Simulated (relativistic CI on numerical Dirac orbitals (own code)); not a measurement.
Radial Dirac CI calculation of Sm XXXIX: levels, rates and radial parameters.

Command:

```sh
python run_levels.py task.json out
```

Input:

```
atom Sm  Z=62  charge=38  electrons=24
nucleus A=152  rms_radius_fm=5.0819
hamiltonian dirac-coulomb  breit=on  qed=on  c_scale=1
orbitals kli  potential=per-configuration
slater_scale 1
correlation none
mixing on
configurations
  [Ar] 3d6
  [Ne] 3s2 3p5 3d7
  [Ne] 3s2 3p4 3d8
  [Ne] 3s 3p6 3d7
  [Ne] 3p6 3d8
  [Ne] 3s 3p5 3d8
  [Ar] 3d5 4s
  [Ar] 3d5 4p
  [Ne] 3s2 3p4 3d7 4s
  [Ar] 3d5 4d
  [Ne] 3s2 3p4 3d7 4p
  [Ne] 3s2 3p5 3d6 4s
  [Ar] 3d5 4f
  [Ne] 3s2 3p4 3d7 4d
  [Ne] 3s 3p5 3d7 4s
  [Ne] 3s2 3p5 3d6 4p
  [Ne] 3s 3p5 3d7 4p
  [Ne] 3s2 3p5 3d6 4d
  [Ar] 3d4 4s2
  [Ne] 3s 3p5 3d7 4d
  [Ne] 3s 3p6 3d6 4s
  [Ne] 3p6 3d7 4s
  [Ar] 3d4 4s 4p
  [Ne] 3s2 3p5 3d6 4f
  [Ne] 3p6 3d7 4p
  [Ne] 3s 3p6 3d6 4p
  [Ar] 3d5 5s
  [Ar] 3d4 4p2
  [Ar] 3d4 4s 4d
  [Ar] 3d5 5p
  [Ne] 3p6 3d7 4d
  [Ar] 3d5 5d
  [Ne] 3s 3p6 3d6 4d
  [Ne] 3s2 3p5 3d5 4s2
  [Ar] 3d4 4p 4d
  [Ar] 3d5 5f
  [Ar] 3d5 5g
  [Ne] 3s2 3p5 3d5 4s 4p
  [Ne] 3s 3p6 3d6 4f
  [Ne] 3s2 3p5 3d5 4p2
end
```

Hardware: one thread of Neoverse-V2, on a shared host. Rates were computed among at most 200 levels.

(1) How large is the problem, and how long does it take?

Answers

(1) 26480 determinants at the lowest M give 26480 levels; 295 SCF iterations in all; about 99 s of CPU and 2.5 GiB at the peak.
